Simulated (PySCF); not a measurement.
Species: C5H14N2.
Bonds: C1–C2, C2–N3, N3–C4, N3–C5, C5–C6, C6–N7. Hydrogens: H8, H9, H10 on C1; H11, H12 on C2; H13, H14, H15 on C4; H16, H17 on C5; H18, H19 on C6; H20, H21 on N7.

The same species was optimised twice, with GFN2-xTB and with PBE0-D3(BJ)/def2-SVP (PySCF), and the same property calculations (PySCF, gas phase) were run on both structures.

```csv
coordinate,GFN2-xTB,PBE0-D3(BJ)/def2-SVP,change
C5–C6 (Å),1.539,1.529,-0.010
C1–C2 (Å),1.525,1.519,-0.006
N3–C4 (Å),1.449,1.443,-0.006
N3–C5 (Å),1.455,1.450,-0.005
C2–N3 (Å),1.455,1.449,-0.006
C6–N7 (Å),1.450,1.447,-0.003
C1–C2–N3 (°),112.2,113.7,+1.5
C2–N3–C4 (°),111.8,112.9,+1.1
N3–C5–C6 (°),111.1,112.2,+1.1
C2–N3–C5 (°),112.4,113.3,+0.9
C4–N3–C5 (°),111.6,112.5,+0.9
C5–C6–N7 (°),113.7,114.5,+0.8
C1–C2–N3–C4 (°),-70,-67,+3
C2–N3–C5–C6 (°),-158,-156,+2
N3–C5–C6–N7 (°),52,56,+4
```

Rotational constants: A = 4379, B = 1442, C = 1362 MHz (GFN2-xTB) against A = 4378, B = 1429, C = 1339 MHz (PBE0-D3(BJ)/def2-SVP). Point groups within 0.08 Å: C1 and C1.

On the GFN2-xTB structure: HOMO (eV) -6.29 [PBE0/pcSseg-1]; LUMO (eV) 1.32 [PBE0/pcSseg-1]; dipole (D) 1.95 [PBE0/pcSseg-1]; GIAO shielding of C1 (ppm) 170.2 [PBE0/pcSseg-1]; GIAO shielding of C2 (ppm) 128.7 [PBE0/pcSseg-1]; GIAO shielding of N3 (ppm) 215.4 [PBE0/pcSseg-1]; GIAO shielding of C4 (ppm) 149.2 [PBE0/pcSseg-1]; GIAO shielding of C5 (ppm) 118.0 [PBE0/pcSseg-1]; GIAO shielding of C6 (ppm) 142.7 [PBE0/pcSseg-1]; GIAO shielding of N7 (ppm) 233.7 [PBE0/pcSseg-1].

What do these properties become on the PBE0-D3(BJ)/def2-SVP structure?

| property | level | on GFN2-xTB | on PBE0-D3(BJ)/def2-SVP | change |
| --- | --- | --- | --- | --- |
| HOMO (eV) | PBE0/pcSseg-1 | -6.29 | -6.24 | +0.05 |
| LUMO (eV) | PBE0/pcSseg-1 | 1.32 | 1.29 | -0.03 |
| dipole (D) | PBE0/pcSseg-1 | 1.95 | 1.95 | 0.00 |
| energy, GFN2-xTB geometry as zero (kcal/mol) | PBE0/pcSseg-1 | 0.0 | -0.7 | -0.7 |
| GIAO shielding of C1 (ppm) | PBE0/pcSseg-1 | 170.2 | 168.6 | -1.6 |
| GIAO shielding of C2 (ppm) | PBE0/pcSseg-1 | 128.7 | 128.4 | -0.3 |
| GIAO shielding of N3 (ppm) | PBE0/pcSseg-1 | 215.4 | 218.9 | +3.5 |
| GIAO shielding of C4 (ppm) | PBE0/pcSseg-1 | 149.2 | 149.0 | -0.2 |
| GIAO shielding of C5 (ppm) | PBE0/pcSseg-1 | 118.0 | 117.8 | -0.2 |
| GIAO shielding of C6 (ppm) | PBE0/pcSseg-1 | 142.7 | 142.5 | -0.2 |
| GIAO shielding of N7 (ppm) | PBE0/pcSseg-1 | 233.7 | 234.5 | +0.8 |

The heavy atoms differ by 0.027 Å rms after alignment. Among bonds between heavy atoms C5–C6 changes most (-0.010 Å). Changes are differences of the printed values. Neither structure is proved a minimum here.

Shape of the structure used: `[CH3:1][CH2:2][N:3]([CH3:4])[CH2:5][CH2:6][NH2:7]`: C1–C2–N3–C4 -67°, C2–N3–C5–C6 -156°, N3–C5–C6–N7 56°, H–N7–C6–C5 66°, H–N7–C6–C5 -47°.
